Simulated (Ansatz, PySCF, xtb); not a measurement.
Noncovalent pair: HCl (SMILES Cl) (first 2 atoms) with CH6Si (SMILES C[SiH3]); geometry from B3LYP-D3(BJ)/def2-TZVP, rigid monomers moved along the line of their centres of mass till H2···H10 is 2.17 Å.
(charge 0, multiplicity 1):
```xyz
10

Cl    -0.5615    -0.6871    -0.5001
H     -0.1215    -0.2696     0.6359
C      0.3616     0.8430     5.3445
Si    -0.1878    -0.2065     3.8942
H      0.1064     1.8920     5.1853
H      1.4411     0.7737     5.4888
H     -0.1248     0.5122     6.2641
H     -1.6487    -0.1026     3.6730
H      0.1698    -1.6305     4.0890
H      0.4888     0.2589     2.6509
```

Interaction energies are E(AB) − E(A) − E(B) at the monomers' geometry in the complex; basis-set methods are counterpoise corrected. Rows marked so take none.

Rows in 3-21G carry no dispersion term and start afresh at each structure.

Run with Ansatz (Gaussian orbitals); PySCF for 3-21G rows, the dispersion terms; xtb for the GFN methods. Each number belongs to the level named beside it.

Problem. One of these levels gives -3.2 kJ/mol for the interaction energy. Which one is it?
A. GFN1-xTB
B. HF/aug-cc-pV(D+d)Z
C. PBE-D4/def2-TZVPPD
D. HF/3-21G (no counterpoise)

Solution. D, HF/3-21G (no counterpoise). The others give -4.9 (GFN1-xTB), -0.5 (HF/aug-cc-pV(D+d)Z), -7.5 (PBE-D4/def2-TZVPPD)

Ansatz is a first-principles code.
